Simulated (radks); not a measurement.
Values are calculated unless marked as measured or tabulated.
The palladium ion Pd3+, 43 electrons, occupied as [Ar] 3d10 4s1 4p6 4d8 (not the ground configuration). Level of theory: Dirac Kohn-Sham, LDA (Slater exchange, Perdew-Wang correlation), spin-unpolarised, spherical densities, point nucleus; open shells are shared between the two j in proportion to 2j + 1 (a radial shooting solver on a logarithmic mesh with Libxc functionals).

Spin-orbit splittings of the eigenvalues, e(l+1/2) - e(l-1/2), with zeta = 2 splitting/(2l+1) and mean radii in bohr:

shell  occ.  splitting (eV)  zeta (eV)  <r> j=l-1/2  <r> j=l+1/2
2p        6           159.2      106.1       0.1172       0.1222
3p        6           27.77      18.51       0.3715       0.3824
3d       10           5.544      2.218       0.3556       0.3591
4p        6           4.734      3.156       0.9971        1.026
4d        8          0.6040     0.2416        1.279        1.292
